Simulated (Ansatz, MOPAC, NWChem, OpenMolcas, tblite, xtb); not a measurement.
# CH4ClGe (SMILES [CH3][GeH][Cl]): methods side by side

CH4ClGe, doublet, SMILES `[CH3][GeH][Cl]`. Each level relaxes the structure for itself.

Each level gives the zero-point energy at each level's own minimum (kJ/mol). The values are calculated.

| level | kind | program | value (kJ/mol) |
| --- | --- | --- | --- |
| MNDO | semi-empirical | MOPAC | 121.5 |
| PM6-D3H4X | semi-empirical | MOPAC | 109.3 |
| GFN2-xTB | semi-empirical | tblite | 107.7 |
| GFN1-xTB | semi-empirical | xtb | 113.9 |
| UHF/3-21G | Hartree–Fock | OpenMolcas | 125.7 |
| UHF/6-31G* (spherical functions) | Hartree–Fock | NWChem | 125.7 |
| UHF/6-31G* (Cartesian functions) | Hartree–Fock | OpenMolcas | 125.9 |
| UB3LYP/6-31G*/LANL2DZ (core potential, spherical functions) | global hybrid | NWChem | 117.7 |
| UPBE0-D4/def2-TZVP | global hybrid | Ansatz | 117.4 |

All-electron rows without a relativistic Hamiltonian named are non-relativistic, while core potentials hold scalar relativity, so basis and relativity change together. Harmonic and unscaled. The values span 107.7 to 125.9 kJ/mol.
